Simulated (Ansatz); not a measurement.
C2H7NSi (`C=CN[SiH3]`). Total charge 0; spin multiplicity 1. The geometry is a stationary point of PBE0-D4/def2-TZVP. It is one conformer, not always the lowest.

```xyz
11

C    -0.430   -1.222   -1.734
C    -0.486   -0.616   -0.549
N     0.515    0.131    0.043
Si    0.342    1.090    1.470
H     0.446   -1.161   -2.371
H    -1.271   -1.802   -2.087
H    -1.386   -0.702    0.056
H     1.359    0.208   -0.504
H     1.712    1.378    1.962
H    -0.364    2.382    1.244
H    -0.437    0.315    2.469
```

Q: What is the dipole moment at ωB97M-V/def2-TZVPP? (Best estimate.)

A: Computed: 0.75 D, with components (0.61, 0.40, 0.15) D in this frame, pointing from negative to positive charge.

Q: And with PBE, r2SCAN, B3LYP? (An estimate is asked.)

A: Computed: PBE 0.80 D, r2SCAN 0.81 D, B3LYP 0.78 D.

Q: Give the Mulliken charges with ωB97M-V, PBE, r2SCAN in def2-TZVPP. (Estimate.)

A: Ansatz gave: 
```json
{"atom": "C1", "ωB97M-V": "-0.28", "PBE": "-0.26", "r2SCAN": "-0.28"}
{"atom": "C2", "ωB97M-V": "0.04", "PBE": "0.00", "r2SCAN": "0.07"}
{"atom": "N3", "ωB97M-V": "-0.25", "PBE": "-0.19", "r2SCAN": "-0.29"}
{"atom": "Si4", "ωB97M-V": "0.24", "PBE": "0.26", "r2SCAN": "0.37"}
{"atom": "H5", "ωB97M-V": "0.07", "PBE": "0.06", "r2SCAN": "0.05"}
{"atom": "H6", "ωB97M-V": "0.09", "PBE": "0.09", "r2SCAN": "0.08"}
{"atom": "H7", "ωB97M-V": "0.09", "PBE": "0.08", "r2SCAN": "0.07"}
{"atom": "H8", "ωB97M-V": "0.10", "PBE": "0.14", "r2SCAN": "0.14"}
{"atom": "H9", "ωB97M-V": "-0.03", "PBE": "-0.05", "r2SCAN": "-0.07"}
{"atom": "H10", "ωB97M-V": "-0.04", "PBE": "-0.06", "r2SCAN": "-0.08"}
{"atom": "H11", "ωB97M-V": "-0.03", "PBE": "-0.05", "r2SCAN": "-0.07"}
```

B3LYP here is the variant with VWN-RPA as its local correlation; programs differ in this.
